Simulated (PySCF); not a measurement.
**Continuum solvent and chemical shifts**

Structure with atom numbers: `[CH3:1][C:2]([CH3:3])([CH3:4])[SiH2:5][CH:6]([F:7])[F:8]`. Hydrogens are named by the atom that carries them.

GIAO PBE0/pcSseg-1 in PySCF on one PBE0-D3(BJ)/def2-SVP conformer, non-relativistic, equivalent nuclei averaged. Solvents enter as an IEF-PCM continuum (benzene with ε = 2.3, chloroform with ε = 4.7) around the gas-phase geometry. Shifts are referred to TMS, CFCl3 computed in the same medium.

Gas phase, δ in ppm: C6 123.7, C1/C3/C4 28.3, C2 17.4, Si5 -25.9, F7/F8 -149.1, H(C6) 6.23, H(Si5) 3.92, H(C1)/H(C3)/H(C4) 1.09. Dipole moment 2.48 D.

Problem. How does each δ change in the continuum?

Solution. 
| atoms | environment | Δδ, benzene | Δδ, chloroform |
| --- | --- | --- | --- |
| C6 | sp3 CH bonded to 2 F and Si | +1.1 | +1.7 |
| C1/C3/C4 | methyl carbon | +0.2 | +0.3 |
| C2 | fully substituted sp3 carbon bonded to Si | +0.7 | +1.1 |
| Si5 | silicon bonded to 2 C, 2 H | -0.1 | -0.2 |
| F7/F8 | fluorine of a CF2 group | -1.5 | -2.3 |
| H(C6) | hydrogen on an sp3 CH bonded to 2 F and Si | +0.11 | +0.19 |
| H(Si5) | hydrogen on a silicon bonded to 2 C | -0.02 | -0.03 |
| H(C1)/H(C3)/H(C4) | hydrogen on a methyl carbon | +0.01 | +0.02 |

Changes are relative to the gas phase. The dipole moment becomes 2.72 D in benzene, 2.87 D in chloroform.

Problem. Which of the listed nuclei move most (in ppm), and what does the model miss?

Solution. F7/F8 (fluorine of a CF2 group, -2.3 ppm) in chloroform. A continuum only polarises the solute; specific hydrogen bonds, the anisotropy of aromatic solvents and changes of geometry or conformer are outside it.
